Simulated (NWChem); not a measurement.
A series in which one site is exchanged, each optimised at PBE0/def2-SVP with NWChem, gas phase unless a solvent is named. All stand in one matching conformer (torsions within 35°), which need not be the lowest. 

A: [NH2][Al]([Cl])[Cl] (AlNH2Cl2; site = Al)
B: [Ga]([Cl])([NH2])[Cl] (GaNH$_{2}$Cl$_{2}$; site = Ga)
C: NB(Cl)Cl (BNH2Cl2; site = B)

Values for A:

- dipole (D), PBE0/def2-SVP = 2.61
- orbital gap (eV), PBE0/def2-SVP = 7.43
- highest harmonic frequency (cm⁻¹), PBE0/def2-SVP = 3720
- static polarisability, PBE0/def2-SVPD (bohr³) = 58.9
- lowest singlet excitation, PBE0/def2-SVPD, TDA (eV) = 5.82

Q: How do these values change for the other members?

A: 
```
change from A                                            B      C
---------------------------------------------------  -----  -----
dipole (D), PBE0/def2-SVP                            +0.23  +0.37
orbital gap (eV), PBE0/def2-SVP                      -0.37  +1.56
highest harmonic frequency (cm⁻¹), PBE0/def2-SVP       +30    +31
static polarisability, PBE0/def2-SVPD (bohr³)         +3.6   -8.5
lowest singlet excitation, PBE0/def2-SVPD, TDA (eV)  -0.36  +1.39
```
